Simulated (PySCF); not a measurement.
InI, SMILES [In][I] (connectivity only; charge and spin as stated), neutral, multiplicity 1.

Geometry optimised at PBE0-D3(BJ)/def2-TZVP. The def2 effective core potentials stand for the cores of I, In; spin–orbit coupling is left out.

Computed with r2SCAN/def2-TZVPD (PySCF).

The molecule is in vacuum.

```
Quantity                                                                                                        Result
---------------------------------------------------------------------------------------------  -----------------------
total energy                                                                                        -488.11365 hartree
point group                                                                                                        C∞v
highest occupied level                                                                                        -6.21 eV
lowest empty level                                                                                            -2.45 eV
orbital gap                                                                                                    3.76 eV
dipole moment                                                                                                   3.38 D
quadrupole, principal values (traceless, Buckingham form, about the centre of nuclear charge)    -1.67, 0.84, 0.84 D·Å
mean static polarisability                                                                       84.3 bohr³ (12.49 Å³)
polarisability, principal values                                                               66.5, 66.5, 119.9 bohr³
```
